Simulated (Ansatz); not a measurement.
Job for Ansatz (a first-principles code): R-BHLYP/def2-TZVPP on SnPd, 2S+1 = 1, a spin state set in the input, which need not be the lowest, a point of a bond scan (R = 2.387 Å). Elements past Kr take the def2 small-core potentials; no spin–orbit coupling.

Ansatz 0.2 input:
```yaml
crystal:
  periodic: [false, false, false]
  atoms:
    - {symbol: Pd, position_ang: [0.00000000, 0.00000000, 0.00000000]}
    - {symbol: Sn, position_ang: [0.00000000, 0.00000000, 2.38726700]}
basis:
  gaussian:
    orbitals: def2-TZVPP
    pivot_positions_ang: [[0.00000000, 0.00000000, 0.00000000], [0.00000000, 0.00000000, 2.38726700]]
hamiltonian:
  xc: {name: BHLYP}
output: {forces: true, orbitals: {seedname: ./end}}
```

Program output:

```
WARN ansatz: RAYON_NUM_THREADS=1 ignored (pool sized by the plan → 1); use --threads N
Functional definition: BHLYP
integrals: 0.03 GiB planned
921 factors; their error is unknown
mean field: 0.34 GiB planned
mean field evaluation 1: about -9295.0699 eV, gradient 7.1e1 eV
mean field evaluation 2: about -8831.6520 eV, gradient 3.6e2 eV
mean field evaluation 4: about -9305.8698 eV, gradient 1.4e1 eV
mean field evaluation 8: about -9306.3674 eV, gradient 1.7e-1 eV
mean field evaluation 16: about -9306.6470 eV, gradient 3.7e-4 eV
mean field -9306.64701036 eV, -342.0129693589 hartree, gradient 1.2e-5 eV, S^2 0.000000; 0 other end points of the search recorded, 0 dependent functions left out
the calculation of the forces begins
reference -9306.64713237 eV, -342.0129738427 hartree; 20, 20 occupied and 86, 86 virtual orbitals, 921 factors
Total energy: -9306.64713237 eV, -342.0129738427 hartree
Atom 0 at     0.000000     0.000000     0.000000 Å, force    -0.000000     0.000000    -0.089861 eV/Å
Atom 1 at     0.000000     0.000000     2.387267 Å, force     0.000000    -0.000000     0.089861 eV/Å
Dipole moment:    -0.000000    -0.000000     0.106876 e Å
```

Self-consistency was reached.

Cost: very roughly 4 core-seconds.
